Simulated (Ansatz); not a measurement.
Geometry optimisation, Ansatz 0.2.0, RKS PBE0-D4/STO-3G.

The input (input.yaml):

```yaml
crystal:
  periodic: [false, false, false]
  atoms:
    - { symbol: "N", position_ang: [-1.1056, 1.2839, 0.103] }
    - { symbol: C, position_ang: [-0.2343, 0.1821, 0.0179] }
    - { symbol: Si, position_ang: [0.7768, -0.1808, 1.6109] }
    - { symbol: C, position_ang: [-0.5622, -1.0177, -0.787] }
    - { symbol: C, position_ang: [0.4531, -0.1292, -1.3105] }
    - { symbol: H, position_ang: [-0.6387, 2.223, 0.1583] }
    - { symbol: H, position_ang: [-1.6928, 1.4068, -0.7498] }
    - { symbol: H, position_ang: [1.6259, 1.0491, 1.9821] }
    - { symbol: H, position_ang: [1.7628, -1.2787, 1.3989] }
    - { symbol: H, position_ang: [-0.0805, -0.5631, 2.7735] }
    - { symbol: H, position_ang: [-1.6022, -1.0142, -1.2756] }
    - { symbol: H, position_ang: [-0.3318, -2.0136, -0.4353] }
    - { symbol: H, position_ang: [0.178, 0.5226, -2.1716] }
    - { symbol: H, position_ang: [1.4385, -0.4994, -1.286] }
basis:
  gaussian: { orbitals: STO-3G }
hamiltonian:
  xc: pbe0
  dispersion: d4
relax:
  f_tol: 0.015
  max_steps: 40
```

Launched with:

```bash
$ ansatz run input.yaml --threads 1 --pin off --max-ram 2048MiB --backend cpu --events-out ev --progress --plain --runs-dir out
```

Q: Where does it end, and by what steps?

A: It converged. Limits of this set-up: minimal basis. After 7 steps the energy has fallen by 0.737 eV; H6 moved furthest, 0.13 Å.

```json
{"step": "0", "energy less start (eV)": "0.0000", "largest force component (eV/Å)": "5.481", "accepted": "yes"}
{"step": "1", "energy less start (eV)": "-0.6460", "largest force component (eV/Å)": "1.021", "accepted": "yes"}
{"step": "2", "energy less start (eV)": "-0.7173", "largest force component (eV/Å)": "0.498", "accepted": "yes"}
{"step": "3", "energy less start (eV)": "-0.6473", "largest force component (eV/Å)": "0.997", "accepted": "no"}
{"step": "4", "energy less start (eV)": "-0.7348", "largest force component (eV/Å)": "0.118", "accepted": "yes"}
{"step": "5", "energy less start (eV)": "-0.7356", "largest force component (eV/Å)": "0.090", "accepted": "yes"}
{"step": "6", "energy less start (eV)": "-0.7339", "largest force component (eV/Å)": "0.171", "accepted": "no"}
{"step": "7", "energy less start (eV)": "-0.7365", "largest force component (eV/Å)": "0.012", "accepted": "yes"}
```

```xyz
14
Properties=species:S:1:pos:R:3
N -1.161 1.276 0.180
C -0.179 0.155 0.045
Si 0.800 -0.138 1.613
C -0.634 -1.040 -0.782
C 0.462 -0.138 -1.320
H -0.574 2.153 0.246
H -1.610 1.378 -0.771
H 1.511 1.066 1.971
H 1.749 -1.199 1.376
H -0.079 -0.512 2.694
H -1.616 -0.978 -1.260
H -0.370 -2.048 -0.452
H 0.204 0.518 -2.155
H 1.484 -0.523 -1.358
```

Time of the run: 22 s on 1 thread of Intel(R) Xeon(R) Platinum 8375C CPU @ 2.90GHz (Ice Lake) (shared host), peak memory 0.14 GiB.
